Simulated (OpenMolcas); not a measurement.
Consider [Cu2(μ-F)2(Cl)4]2-, a planar model complex in vacuum (2 bridging F, bridge angle 100°, metal-metal distance 2.88 Å, Cu–F 1.88 Å; typed geometry, not optimised).

```xyz
8

Cu    -1.4386     0.0000     0.0000
Cu     1.4386     0.0000     0.0000
F      0.0000     1.2072     0.0000
F      0.0000    -1.2072     0.0000
Cl    -3.0862     1.6476     0.0000
Cl    -3.0862    -1.6476     0.0000
Cl     3.0862     1.6476     0.0000
Cl     3.0862    -1.6476     0.0000
```

Q: Give the energies of the total-spin states at CASSCF(2,2) on the singly occupied d orbitals (ANO-RCC-VDZP, scalar-relativistic DKH2, RICD, no spin-orbit coupling, OpenMolcas), and the exchange constant.

A: Local spins 1/2 and 1/2.

```tsv
total S	E (cm⁻¹)	natural occupations, lowest and highest
1	8.8	1.000, 1.000
0	0.0	0.967, 1.033
```

J = -4.4 cm⁻¹ (antiferromagnetic).

J is defined by H = −2J S1·S2, so negative values are antiferromagnetic. Wave-function values come from the highest and lowest total spin; broken-symmetry values use Yamaguchi's formula with the computed ⟨S²⟩. The active space holds the singly occupied metal orbitals alone, without bridging-ligand orbitals. No row is a measured value.
